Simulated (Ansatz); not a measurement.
Ansatz (a program for electronic structure) input (CCSD(T)/def2-SVPD):

Ansatz 0.2 input:
```yaml
crystal:
  periodic: [false, false, false]
  atoms:
    - {symbol: W, position_ang: [0.01026822, 0.00530798, -0.04360901]}
    - {symbol: H, position_ang: [-0.11524659, -0.15368638, 1.78918639]}
    - {symbol: H, position_ang: [-0.97189413, 0.82023766, 1.06403684]}
    - {symbol: H, position_ang: [0.15687400, -1.67771807, -0.05664018]}
    - {symbol: H, position_ang: [-1.44872460, 0.62688432, -0.59889190]}
    - {symbol: H, position_ang: [0.24333997, -0.89508482, 1.55055887]}
    - {symbol: H, position_ang: [1.37580339, 0.88657660, -0.52118328]}
basis:
  gaussian:
    orbitals: def2-SVPD
total_charge: 1
magnetization: {spin_polarized: true, initial_magnetization: 1}
correlation: {method: ccsd_t, electrons: outside_noble_gas}
output: {forces: true}
```

End of the output:

```
cycle  12  -6.90480943 eV  change   -1.6e-6 eV  update   6.2e-6
cycle  13  -6.90480841 eV  change    1.0e-6 eV  update   2.8e-6
cycle  14  -6.90480795 eV  change    4.6e-7 eV  update   1.4e-6
cycle  15  -6.90480749 eV  change    4.6e-7 eV  update   7.1e-7
perturbative correction -0.24143424 eV, -0.0088725447 hartree
the calculation of the forces begins
Total energy: -1896.52026819 eV, -69.6958343485 hartree
Atom 0 at     0.010268     0.005308    -0.043609 Å, force     0.152296    -0.026386    -0.206827 eV/Å
Atom 1 at    -0.115247    -0.153686     1.789186 Å, force    -0.065440     0.078910     0.052515 eV/Å
Atom 2 at    -0.971894     0.820238     1.064037 Å, force    -0.078012     0.042131     0.075778 eV/Å
Atom 3 at     0.156874    -1.677718    -0.056640 Å, force     0.006293    -0.144264     0.055532 eV/Å
Atom 4 at    -1.448725     0.626884    -0.598892 Å, force    -0.160836     0.069659     0.025923 eV/Å
Atom 5 at     0.243340    -0.895085     1.550559 Å, force     0.026720    -0.104643     0.014711 eV/Å
Atom 6 at     1.375803     0.886577    -0.521183 Å, force     0.118980     0.084593    -0.017632 eV/Å
Dipole moment:     0.042082    -0.108611     0.185118 e Å
```

The spin state was set by rule; other spins were not relaxed.
